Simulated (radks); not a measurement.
Dynamic dipole polarisability and lines of the palladium ion Pd16+, [Ar] 3d10 4s2. Calculated with a radial shooting solver on a logarithmic mesh with Libxc functionals: scalar-relativistic Kohn-Sham, LB94 model potential, spin-unpolarised, spherical densities, finite nucleus; Fermi nuclear charge, rms radius of each element as measured or else 0.836 A^(1/3) + 0.57 fm. Time-dependent linear response with the Hartree and adiabatic LDA kernel, continuum included through the Sternheimer equations, no spin-orbit coupling, so fine structure and intercombination lines are absent. Lines are the poles of the dipole polarisability below minus the highest occupied eigenvalue, found on a grid refined at the orbital gaps; the lowest seven at most are given, and weak or close lines can be missed. The first line takes the name of the lowest orbital gap if no other gap lies below it; otherwise a line is named after a gap within 0.6 % of it, if that gap stands alone.

| photon energy (eV) | alpha (bohr^3) |
|---|---|
| 0 | 0.4356 |
| 21.507 | 0.5312 |
| 64.520 | -0.4905 |
| 107.53 | -0.06057 |
| 150.55 | 0.0008306 |
| 193.56 | 0.04956 |
| 236.57 | 0.01016 |
| 279.59 | 0.04446 |
| 322.60 | 0.06361 |
| 365.62 | 0.01887 |
| 408.63 | 0.06057 |

Lines (eV, oscillator strength): 48.806 (25.40 nm, 4s-4p), f = 1.28; 210.57 (5.888 nm, 4s-5p), f = 0.282; 290.27 (4.271 nm, 4s-6p), f = 0.101; 340.78 (3.638 nm, unassigned), f = 0.473; 360.49 (3.439 nm, 4s-8p), f = 0.0329; 377.95 (3.280 nm, 4s-9p), f = 0.0203; 390.02 (3.179 nm, unassigned), f = 0.0138. Higher lines, where found, are left out when the end of the mesh affects them. Those listed give 93 % of the static polarisability (sum of f/w^2). Orbital energy gaps for comparison: 4s-4p 41.141 eV; 4s-5p 210.91 eV; 4s-6p 290.43 eV; 4s-7p 333.96 eV; 3d-4p 337.67 eV.
